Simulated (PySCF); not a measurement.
## Continuum solvent and chemical shifts

Geometry:
```tsv
atom	x (Å)	y (Å)	z (Å)
B1	-1.703	-1.131	-0.650
C2	-3.030	-0.903	0.147
C3	-3.013	0.589	0.511
C4	-1.532	0.945	0.644
C5	-0.824	0.169	-0.487
C6	0.668	0.049	-0.398
C7	1.515	0.651	-1.336
C8	2.900	0.527	-1.241
C9	3.469	-0.200	-0.196
C10	2.639	-0.803	0.748
C11	1.256	-0.681	0.645
H12	-1.388	-2.113	-1.280
H13	-3.968	-1.287	-0.280
H14	-2.854	-1.512	1.063
H15	-3.592	0.836	1.415
H16	-3.459	1.170	-0.316
H17	-1.149	0.587	1.616
H18	-1.337	2.028	0.610
H19	-1.080	0.680	-1.445
H20	1.078	1.228	-2.156
H21	3.540	1.004	-1.987
H22	4.554	-0.296	-0.119
H23	3.073	-1.379	1.570
H24	0.616	-1.163	1.391
```

GIAO PBE0/pcSseg-1 in PySCF 2.14 on one PBE0-D3(BJ)/def2-SVP conformer, non-relativistic, equivalent nuclei averaged. Solvents enter as an IEF-PCM continuum (cyclohexane with ε = 2.0, chloroform with ε = 4.7) around the gas-phase geometry. Shifts are referred to BF3·OEt2, TMS computed in the same medium.

Gas phase, δ in ppm: B1 90.2, C6 151.1, C8/C10 134.0, C7/C11 134.0, C9 130.5, C5 59.1, C4 40.8, C2 35.8, C3 28.7, H12 7.56, H21/H23 7.39, H22 7.27, H20/H24 7.07, H18 2.37. Dipole moment 0.73 D.

Problem. How does each δ change in the continuum?

Solution. 
```
  atoms                                              environment  Δδ, cyclohexane  Δδ, chloroform
     B1             boron bonded to 2 C, H, in a 5-membered ring              0.0            -0.1
     C6                              substituted aromatic carbon             +1.1            +1.9
 C8/C10                                              aromatic CH             +0.5            +0.9
 C7/C11                                              aromatic CH             +0.5            +1.0
     C9                                              aromatic CH             +0.4            +0.7
     C5                  sp3 CH bonded to B, on an aromatic ring             +0.1            +0.1
     C4                                        sp3 CH2 in a ring             +0.3            +0.5
     C2                                      sp3 CH2 bonded to B             +0.2            +0.4
     C3                                        sp3 CH2 in a ring             +0.2            +0.4
    H12  hydrogen on a boron bonded to 2 C, in a 5-membered ring            -0.05           -0.11
H21/H23                               hydrogen on an aromatic CH            +0.07           +0.14
    H22                               hydrogen on an aromatic CH            +0.06           +0.12
H20/H24                               hydrogen on an aromatic CH            +0.09           +0.17
    H18                         hydrogen on an sp3 CH2 in a ring            -0.01           -0.03
```

Changes are relative to the gas phase. The dipole moment becomes 0.85 D in cyclohexane, 0.95 D in chloroform.

Problem. Which of the listed nuclei move most (in ppm), and what does the model miss?

Solution. C6 (substituted aromatic carbon, +1.9 ppm) in chloroform. A continuum only polarises the solute; specific hydrogen bonds, the anisotropy of aromatic solvents and changes of geometry or conformer are outside it.
